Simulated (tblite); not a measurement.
C3H4Cl2OSi.
Atom-mapped SMILES: `[Cl:1][CH2:2][Si@:3]1([Cl:4])[CH:5]=[CH:6][O:7]1` (hydrogens: H8, H9 on C2; H10 on C5; H11 on C6)

A start from a force field or distance geometry was refined with GFN2-xTB geometry optimisation, gas phase (tblite 0.8.0). Values at the start:

```tsv
coordinate	start
Cl1–C2	1.763 Å
C2–Si3	1.861 Å
C2–H8	1.116 Å
C2–H9	1.099 Å
Si3–Cl4	2.067 Å
Si3–C5	1.804 Å
Si3–O7	1.695 Å
C5=C6	1.300 Å
C5–H10	1.087 Å
C6–O7	1.357 Å
C6–H11	1.106 Å
C2–Si3–Cl4	115.8°
C2–Si3–C5	113.6°
C2–Si3–O7	115.4°
Si3–C5–C6	93.4°
Si3–O7–C6	96.3°
Cl4–Si3–C5	116.4°
Cl4–Si3–O7	117.2°
C5–C6–O7	99.5°
Cl1–C2–Si3–Cl4	99°
C2–Si3–C5–C6	-110°
C2–Si3–O7–C6	108°
```

Question: How do these coordinates change at the GFN2-xTB level?

Answer: 
| coordinate | GFN2-xTB (Å or °) | change |
| --- | --- | --- |
| Si3–C5 | 1.890 | +0.086 |
| Si3–Cl4 | 1.993 | -0.074 |
| C2–Si3 | 1.906 | +0.045 |
| C5=C6 | 1.334 | +0.034 |
| C6–H11 | 1.075 | -0.031 |
| C2–H8 | 1.089 | -0.027 |
| C6–O7 | 1.381 | +0.024 |
| Cl1–C2 | 1.784 | +0.021 |
| Si3–O7 | 1.714 | +0.019 |
| C5–H10 | 1.069 | -0.018 |
| C2–H9 | 1.087 | -0.012 |
| C5–C6–O7 | 107.7 | +8.2 |
| Si3–C5–C6 | 85.9 | -7.5 |
| Cl4–Si3–C5 | 122.5 | +6.1 |
| C2–Si3–O7 | 109.7 | -5.7 |
| C2–Si3–C5 | 119.2 | +5.6 |
| Cl4–Si3–O7 | 111.9 | -5.3 |
| Si3–O7–C6 | 91.7 | -4.6 |
| C2–Si3–Cl4 | 111.7 | -4.1 |
| Cl1–C2–Si3–Cl4 | 59 | -40 |
| C2–Si3–O7–C6 | 116 | +8 |
| C2–Si3–C5–C6 | -104 | +6 |

The energy falls by 73.8 kJ/mol over 89 L-BFGS steps, the largest force on an atom goes from 5.53 to 0.008 eV/Å, and the atoms move by 0.541 Å rms after alignment. The bond that changes most is Si3–C5 (chlorine-bound silicon to alkene CH carbon), which lengthens by 0.086 Å. Bonds longer at the end by more than 0.005 Å: 6 of 11; shorter: 5. Among the dihedrals that turn most is Cl1–C2–Si3–O7, from -119° to -176°. Rotational constants go from 1865, 1211, 863.7 to 2119, 1096, 838.1 MHz.

Hardware: one thread, Arm Neoverse V1 (aarch64), shared host. Cost: 0.72 s wall.

Its GFN2-xTB frequencies are all real (lowest 35 cm⁻¹). One conformer, not necessarily the lowest.

The numbers are calculated, not measured.
